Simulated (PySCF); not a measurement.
A calculated (PBE, PySCF 2.14, x2c-QZVPPall with one added diffuse shell each of s, p, d, f, g type, scalar relativity by spin-free X2C-1e) atom or ion has these occupied shells.

```tsv
shell	electrons	orbital energy (eV)	rms radius, mean of both spins (bohr)
1s α	1	-5361.3	0.0768
1s β	1	-5361.3	0.0768
2s α	1	-603.39	0.335
2s β	1	-602.42	0.335
2p α	3	-503.82	0.304
2p β	3	-503.05	0.304
3s α	1	-72.214	1.02
3s β	1	-69.370	1.02
3p α	3	-46.024	1.11
3p β	3	-43.197	1.11
3d α	3	-7.480	1.61
4s α	1	-5.948	3.44
4p α	1	-2.477	4.65
```

Name the element and its charge.

V (vanadium, neutral), in [Ar] 3d3 4s1 4p1, one real determinant (an excited configuration).
